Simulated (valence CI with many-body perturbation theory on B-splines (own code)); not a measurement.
# Energy levels of Yb64+

Method: relativistic CI+MBPT: four valence electrons over a frozen Dirac-Fock core [He], a basis of 11 s, 11 p, 9 d, 7 f, 5 g, 2 h, 1 i functions for each j, with the one-electron correlation potential Σ1, the two-electron term Σ2, the three-electron term Σ3, Breit, model QED; selected CI, second order for the rest (own B-spline code, finite nucleus).

The last digits are not significant, and no measured levels were compared; by estimate large intervals hold to a few tenths of a per cent, small ones and those within an open d or f shell to about a per cent. Among the levels kept, up to 300 cm⁻¹ of a level comes from second order outside the variational space, and about a tenth of that is noise between levels of different J, which matters for small intervals.

Levels 46 to 90 of 114, with energies above the lowest level, (2s^2 2p1/2^2) J=0. "Leading %" is the weight of the configuration and term that name the level; weights of strongly mixed levels are sums over their largest components and can fall short. In the jj column 3d3/2^4 stands for four electrons in 3d with j = 3/2. Lifetimes count E1, E2, E3, M1 and M2 decay at the calculated energies, and are blank where another channel may lead or the interval is too uncertain; long ones can be off by a factor of two.

| No. | Configuration | Term | J | E (× 10³ cm⁻¹) | Leading % | Second component | Leading jj | Lifetime |
| --- | --- | --- | --- | --- | --- | --- | --- | --- |
| 46 | 2s2p²3s | ³P | 1 | 84461 | 66 | 20 % 2s2p²3s ⁵P | 2s 2p1/2 2p3/2 3s (98 %) | 4.25 fs |
| 47 | 2s2p²3s | ³D | 3 | 84550 | 62 | 37 % 2s2p²3s ⁵P | 2s 2p1/2 2p3/2 3s (99 %) | 7.71 fs |
| 48 | 2s2p²3s | ³P | 2 | 84748 | 38 | 36 % 2s2p²3s ³D | 2s 2p1/2 2p3/2 3s (99 %) | 4.37 fs |
| 49 | 2s2p²3p | ⁵P° | 1 | 84931 | 39 | 31 % 2s2p²3p ⁵D° | 2s 2p1/2 2p3/2 3p1/2 (100 %) | 7.12 fs |
| 50 | 2s2p²3p | ⁵D° | 2 | 85016 | 46 | 19 % 2s2p²3p ³D° | 2s 2p1/2 2p3/2 3p1/2 (100 %) | 3.70 fs |
| 51 | 2s2p²3s | ³P | 0 | 85156 | 99 |  | 2s 2p1/2 2p3/2 3s (98 %) | 3.86 fs |
| 52 | 2s2p²3s | ¹P | 1 | 85167 | 45 | 43 % 2s2p²3s ³D | 2s 2p1/2 2p3/2 3s (98 %) | 4.00 fs |
| 53 | 2s2p²3s | ³P | 1 | 85211 | 72 | 16 % 2s2p²3s ³D | 2s 2p1/2 2p3/2 3s (99 %) | 9.04 fs |
| 54 | 2s2p²3s | ¹D | 2 | 85236 | 39 | 34 % 2s2p²3s ³P | 2s 2p1/2 2p3/2 3s (99 %) | 7.83 fs |
| 55 | 2s2p²3p | ³D° | 3 | 85260 | 33 | 28 % 2s2p²3p ³F° | 2s 2p1/2 2p3/2 3p1/2 (100 %) | 2.53 fs |
| 56 | 2s2p²3p | ³P° | 2 | 85546 | 43 | 17 % 2s2p²3p ³D° | 2s 2p1/2 2p3/2 3p1/2 (99 %) | 4.14 fs |
| 57 | 2s2p²3p | ³P° | 0 | 85789 | 49 | 26 % 2s2p²3p ⁵D° | 2s 2p1/2 2p3/2 3p1/2 (99 %) | 2.46 fs |
| 58 | 2s2p²3p | ³D° | 1 | 85797 | 59 | 15 % 2s2p²3p ³P° | 2s 2p1/2 2p3/2 3p1/2 (99 %) | 2.65 fs |
| 59 | 2s2p²3p | ³F° | 2 | 85818 | 45 | 23 % 2s2p²3p ¹D° | 2s 2p1/2 2p3/2 3p1/2 (99 %) | 3.83 fs |
| 60 | 2s²2p3p | ³D | 3 | 86130 | 98 |  | 2s^2 2p3/2 3p3/2 (98 %) | 115 fs |
| 61 | 2s²2p3p | ¹P | 1 | 86136 | 53 | 37 % 2s²2p3p ³S | 2s^2 2p3/2 3p3/2 (97 %) | 71.0 fs |
| 62 | 2s2p²3p | ³D° | 1 | 86178 | 29 | 28 % 2s2p²3p ¹P° | 2s 2p1/2 2p3/2 3p1/2 (99 %) | 4.02 fs |
| 63 | 2s²2p3p | ³P | 2 | 86366 | 64 | 34 % 2s²2p3p ¹D | 2s^2 2p3/2 3p3/2 (98 %) | 94.4 fs |
| 64 | 2s²2p3p | ¹S | 0 | 86571 | 66 | 32 % 2s²2p3p ³P | 2s^2 2p3/2 3p3/2 (98 %) | 81.4 fs |
| 65 | 2s²2p3d | ³D° | 2 | 86818 | 49 | 25 % 2s²2p3d ¹D° | 2s^2 2p3/2 3d3/2 (97 %) | 828 as |
| 66 | 2s²2p3d | ³F° | 3 | 86882 | 53 | 32 % 2s²2p3d ¹F° | 2s^2 2p3/2 3d3/2 (97 %) | 885 as |
| 67 | 2s²2p3d | ³P° | 1 | 86912 | 56 | 37 % 2s²2p3d ³D° | 2s^2 2p3/2 3d3/2 (98 %) | 691 as |
| 68 | 2s²2p3d | ³P° | 0 | 86941 | 98 |  | 2s^2 2p3/2 3d3/2 (98 %) | 896 as |
| 69 | 2p³3s | ³P° | 2 | 87283 | 44 | 22 % 2p³3s ⁵S° | 2p1/2^2 2p3/2 3s (92 %) | 8.32 fs |
| 70 | 2p³3s | ¹P° | 1 | 87346 | 28 | 24 % 2p³3s ³D° | 2p1/2^2 2p3/2 3s (88 %) | 4.27 fs |
| 71 | 2s²2p3d | ³F° | 4 | 87417 | 96 |  | 2s^2 2p3/2 3d5/2 (96 %) | 4.99 ps |
| 72 | 2s²2p3d | ³P° | 2 | 87518 | 44 | 39 % 2s²2p3d ¹D° | 2s^2 2p3/2 3d5/2 (96 %) | 1.10 fs |
| 73 | 2s2p²3p | ⁵D° | 3 | 87565 | 48 | 29 % 2s2p²3p ⁵P° | 2s 2p1/2 2p3/2 3p3/2 (93 %) | 5.87 fs |
| 74 | 2s²2p3d | ³D° | 3 | 87656 | 58 | 32 % 2s²2p3d ¹F° | 2s^2 2p3/2 3d5/2 (89 %) | 526 as |
| 75 | 2s2p²3p | ³P° | 1 | 87663 | 26 | 24 % 2s2p²3p ⁵P° | 2s 2p1/2 2p3/2 3p3/2 (92 %) | 3.10 fs |
| 76 | 2s²2p3d | ¹P° | 1 | 87752 | 59 | 24 % 2s²2p3d ³P° | 2s^2 2p3/2 3d5/2 (94 %) | 759 as |
| 77 | 2s2p²3p | ³D° | 2 | 87782 | 45 | 16 % 2s2p²3p ⁵P° | 2s 2p1/2 2p3/2 3p3/2 (96 %) | 3.60 fs |
| 78 | 2s2p²3p | ³P° | 0 | 87881 | 80 | 14 % 2s2p²3p ⁵D° | 2s 2p1/2 2p3/2 3p3/2 (100 %) | 2.24 fs |
| 79 | 2s2p²3p | ³F° | 4 | 87895 | 60 | 37 % 2s2p²3p ⁵D° | 2s 2p1/2 2p3/2 3p3/2 (97 %) | 376 fs |
| 80 | 2p³3p | ³P | 1 | 87955 | 30 | 19 % 2p³3p ⁵P | 2p1/2^2 2p3/2 3p1/2 (94 %) | 1.12 fs |
| 81 | 2p³3p | ³D | 2 | 87966 | 24 | 19 % 2p³3p ³P | 2p1/2^2 2p3/2 3p1/2 (94 %) | 1.13 fs |
| 82 | 2s2p²3p | ³P° | 2 | 88014 | 50 | 18 % 2s2p²3p ¹D° | 2s 2p1/2 2p3/2 3p3/2 (96 %) | 4.41 fs |
| 83 | 2s2p²3p | ³D° | 3 | 88094 | 53 | 26 % 2s2p²3p ¹F° | 2s 2p1/2 2p3/2 3p3/2 (98 %) | 3.66 fs |
| 84 | 2s2p²3p | ¹P° | 1 | 88136 | 38 | 15 % 2s2p²3p ³S° | 2s 2p1/2 2p3/2 3p3/2 (94 %) | 2.30 fs |
| 85 | 2s2p²3d | ⁵F | 2 | 88205 | 43 | 16 % 2s2p²3d ³P | 2s 2p1/2 2p3/2 3d3/2 (97 %) | 3.06 fs |
| 86 | 2s2p²3d | ⁵D | 1 | 88224 | 49 | 21 % 2s2p²3d ⁵F | 2s 2p1/2 2p3/2 3d3/2 (98 %) | 3.62 fs |
| 87 | 2s2p²3d | ⁵D | 0 | 88232 | 83 | 16 % 2s2p²3d ³P | 2s 2p1/2 2p3/2 3d3/2 (100 %) | 10.9 fs |
| 88 | 2s2p²3d | ⁵F | 3 | 88279 | 50 | 17 % 2s2p²3d ³F | 2s 2p1/2 2p3/2 3d3/2 (98 %) | 2.68 fs |
| 89 | 2s2p²3p | ³D° | 2 | 88498 | 37 | 25 % 2s2p²3p ³P° | 2s 2p1/2 2p3/2 3p3/2 (98 %) | 4.02 fs |
| 90 | 2s2p²3p | ³D° | 3 | 88514 | 46 | 34 % 2s2p²3p ³F° | 2s 2p1/2 2p3/2 3p3/2 (99 %) | 5.28 fs |
